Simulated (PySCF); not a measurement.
A calculated (PBE0, PySCF 2.14, pcseg-2, the non-relativistic Hamiltonian (point nucleus)) atom or ion has these occupied shells.

```csv
shell,electrons,orbital energy (eV),"rms radius, mean of both spins (bohr)"
1s α,1,-1841.6,0.129
1s β,1,-1841.4,0.129
2s α,1,-182.93,0.619
2s β,1,-182.44,0.619
2p α,3,-137.57,0.599
2p β,3,-137.25,0.599
3s α,1,-41.532,1.98
```

(1) Name the element and its charge.

## Answers

(1) Si³⁺ (silicon, charge +3), in [Ne] 3s1, 2S determinant.
